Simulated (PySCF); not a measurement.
C6H7N2 (doublet state).
Z-matrix (Å and degrees, GFN2-xTB geometry), rows numbered from 1:
```
H 
N   1  1.0172
C   2  1.2507  1  116.44
C   3  1.5198  2  131.93  1    -3.45
C   4  1.5639  3  100.36  2  -171.09
C   5  1.4973  4   98.60  3    33.63
C   6  1.4891  5   96.47  4   -60.76
N   7  1.4610  3  104.51  2  -118.14
C   8  1.2652  7  105.70  3   -71.05
H   4  1.0912  3  110.13  2   -54.14
H   4  1.0926  3  113.06  2    67.57
H   5  1.0848  4  115.66  3   163.20
H   6  1.0715  5  126.83  4    86.05
H   7  1.0826  3  114.81  2     6.80
H   9  1.0760  5  125.33  4  -104.68
```

The hyperfine couplings belong to this conformer and change with its torsions.

The species is `[H]/N=C1\C[C@@H]2[CH][C@H]1N=C2` [radical].

Theory: UKS B3LYP, pcH-1 on C H N, non-relativistic, mean-field spin-orbit, GIAO (PySCF 2.14.0). Isolated species at its GFN2-xTB geometry, gas phase. Couplings are sensitive to structure, and on GFN2-xTB geometries they can be far from those on DFT ones. No stability test was run, so a lower SCF solution isn't excluded.

The Mulliken spin populations are largest on C6 (+0.98) and C5 (-0.06). C6 is the only atom above +0.15. The angles at C6 add up to 350.0°, so it is slightly pyramidal.

Question: List the C–H protons on four-coordinate carbons next to a three-coordinate spin centre, with their couplings and θ (C–H bond against the normal to the plane of the centre's neighbours, projected along the bond that joins the two).

Answer: 
| β H | on | centre | θ (°) | cos²θ | a (G) |
| --- | --- | --- | --- | --- | --- |
| H12 | C5 | C6 | 73 | 0.09 | +3.84 |
| H14 | C7 | C6 | 75 | 0.07 | +2.78 |

Couplings in gauss use g_iso = 2.0027.

Time: 64 s (with the writing of density and orbital grids); peak memory 1.1 GiB. Hardware: one thread, Arm Neoverse V1 (aarch64) (shared host).
